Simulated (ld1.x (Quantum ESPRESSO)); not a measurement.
thallium (Tl): variants of one TM potential

Base potential:

- Element: thallium (Tl)
- Generator: ld1.x (Quantum ESPRESSO) 7.5
- Type: norm-conserving Troullier–Martins (Kleinman–Bylander form)
- Functional: PBE
- Relativity: scalar-relativistic
- Frozen core: [Xe] 4f14 5d10
- Valence charge: 3
- Reference configuration: 6s2 6p0.75 (charge +0.25)
- Partial waves: 6s (bound): rc 1.85 bohr; 6p (bound): rc 2.90 bohr
- Local potential: the p channel
- Core correction: none

Cutoffs, loose and tight: the cutoffs (Ry, on a coarse ladder) from which the occupation-weighted sum of valence levels, in a spherical-Bessel basis at the reference potential, stays within 10 and 1 mRy of its value at 400 Ry. They do not see the model core or the augmentation charge, which bear on the density cutoff. Test errors are all-electron minus pseudo excitation energies from the reference, over the configurations 6s2 6p1; 6s2 6p0; 6s1 6p0; 6s2 6p0.5; 6s2 6p1.3; 6s1 6p1; 6s1 6p2. A dash means not determined; rows that change the core or the reference have their own tests.

A true bound ghost makes a file unfit for plane-wave use even where its test errors are small: the radial tests pick states by their node count and pass the ghost by.

```csv
change,outcome,"cutoff, loose","cutoff, tight",bound ghosts,largest test error (meV)
base,generated,21 Ry,45 Ry,none,+106
functional LDA (PZ),generated,21 Ry,45 Ry,none,+132
wave 6p (bound): rc 2.90 bohr becomes 6p (bound): rc 3.76 bohr,generated,21 Ry,45 Ry,none,+119
core correction a·sin(br)/r model core inside 1.36 bohr,generated,21 Ry,45 Ry,none,-356
```

(1) What comes out with this change to the base: all radii scaled by about 0.82 (s 1.52, p 2.38 bohr)?

(2) What comes out with this change to the base: local potential all-electron potential smoothed inside 1.40 bohr (lloc = -2)?

(3) What comes out with this change to the base: reference 6s2 6p1?

Results:

(1) outcome: generated; cutoff, loose: 35 Ry; cutoff, tight: 140 Ry; bound ghosts: none; largest test error (meV): +101.

(2) outcome: generated; cutoff, loose: 21 Ry; cutoff, tight: 45 Ry; bound ghosts: s, d; largest test error (meV): +811.

(3) outcome: generated; cutoff, loose: 21 Ry; cutoff, tight: 45 Ry; bound ghosts: none; largest test error (meV): +184.
